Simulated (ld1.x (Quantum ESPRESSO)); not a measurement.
## Logarithmic derivatives: tungsten (W), ultrasoft

```
Element                 : tungsten
Generator               : ld1.x (Quantum ESPRESSO) 7.5
Type                    : ultrasoft
Functional              : BLYP
Relativity              : scalar-relativistic
Frozen core             : [Xe] 4f14
Valence charge          : 6
Reference configuration : 5d4 6s2 6p0
Partial waves           : 6s (bound): rcut 1.85, rcutus 2.50 bohr; 6s channel at 0.15 Ry: rcut 1.85, rcutus 2.50 bohr; 6p (bound, empty): rcut 3.30, rcutus 3.90 bohr; 6p channel at 0.3 Ry: rcut 3.30, rcutus 3.90 bohr; 5d (bound): rcut 1.40, rcutus 1.65 bohr; 5d channel at 0.55 Ry: rcut 1.40, rcutus 1.65 bohr
Local potential         : all-electron potential smoothed inside 3.00 bohr (lloc = -1)
Core correction         : none
Augmentation charge     : built from norm-conserving waves at rcut, not smoothed further
```

The phase is arctan(r·u′/u) with u = r·R(r), unwrapped; energies in Ry, scanned from -2 to 5 Ry. A pole is an energy at which the radial function vanishes at the test radius. The pseudo phase is shifted by a multiple of π to meet the all-electron one at the reference energy, and phase errors are pseudo minus all-electron; the curves can meet again beyond the range given. Levels narrower than the energy grid can be missing from the lists of poles.

| channel | radius (bohr) | reference energy (Ry) | poles, all-electron | poles, pseudo | unbroken range about the reference energy with phases within 0.05 rad | phase error 1 Ry above the reference energy (rad) |
| --- | --- | --- | --- | --- | --- | --- |
| s | 4.27 | -0.41 | -0.14, 2.69 | -0.14, 1.33, 2.77 | below 1.0 | -0.001 |
| p | 4.27 | -0.10 | 0.55, 3.61 | 0.55, 2.69, 4.79 | below 1.6 | +0.000 |
| d | 4.27 | -0.32 | -0.26, 1.80 | -0.26, 1.80 | below 3.3 | +0.000 |

Phases in the p channel:

```
E (Ry)  all-electron  pseudo
 -2.00         1.394   1.394
 -1.76         1.380   1.380
 -1.52         1.362   1.362
 -1.28         1.339   1.338
 -1.04         1.304   1.304
 -0.80         1.250   1.250
 -0.56         1.145   1.145
 -0.32         0.855   0.855
 -0.08        -0.405  -0.405
  0.16        -1.289  -1.289
  0.40        -1.504  -1.504
  0.64        -1.605  -1.604
  0.88        -1.678  -1.677
  1.12        -1.754  -1.754
  1.36        -1.863  -1.867
  1.60        -2.095  -2.131
  1.84        -2.906  -3.244
  2.08        -4.070  -4.287
  2.32        -4.408  -4.540
  2.56        -4.534  -4.658
  2.80        -4.602  -4.758
  3.04        -4.645  -4.941
  3.28        -4.677  -6.449
  3.52        -4.703  -7.567
  3.76        -4.726  -7.708
  4.00        -4.749  -7.766
  4.24        -4.772  -7.801
  4.48        -4.798  -7.827
  4.72        -4.832  -7.848
  4.96        -4.880  -7.868
```
